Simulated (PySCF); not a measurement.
## Mn⁺ (manganese, charge +1): TPSS calculation

Configuration: [Ar] 3d5 4s1, high-spin 7S determinant. Calculation: PySCF 2.14, in jorge-DZP-DKH (8s6p2d1f, 43 functions); scalar relativity by spin-free X2C-1e.

```
Total energy                        : -1158.032 hartree
One-electron energy                 : -1587.112 hartree
Hartree (Coulomb) energy            : 481.537 hartree
Exchange-correlation energy         : -52.457 hartree
⟨S²⟩                                : 12.0002
⟨L²⟩                                : 0.000
Sum of ⟨r⟩                          : 17.73 bohr
Sum of ⟨r²⟩                         : 24.88 bohr²
Langevin diamagnetic susceptibility : -19.7 ×10⁻⁶ cm³/mol
Time after the integrals            : 1.4 s of wall time on 1 thread of Intel(R) Xeon(R) Platinum 8375C CPU @ 2.90GHz (shared host)
```

| shell | electrons | mean orbital energy (hartree) | rms radius, mean of both spins (bohr) |
| --- | --- | --- | --- |
| 1s α | 1 | -236.90843 | 0.0703 |
| 1s β | 1 | -236.90789 | 0.0703 |
| 2s α | 1 | -27.71545 | 0.303 |
| 2s β | 1 | -27.65582 | 0.303 |
| 2p α | 3 | -23.49098 | 0.274 |
| 2p β | 3 | -23.44285 | 0.274 |
| 3s α | 1 | -3.51521 | 0.916 |
| 3s β | 1 | -3.30926 | 0.916 |
| 3p α | 3 | -2.34925 | 0.986 |
| 3p β | 3 | -2.14181 | 0.986 |
| 3d α | 5 | -0.52665 | 1.24 |
| 4s α | 1 | -0.43908 | 3.00 |

Densities and radii are taken from the X2C orbitals without a picture-change correction, which distorts them close to the nucleus.
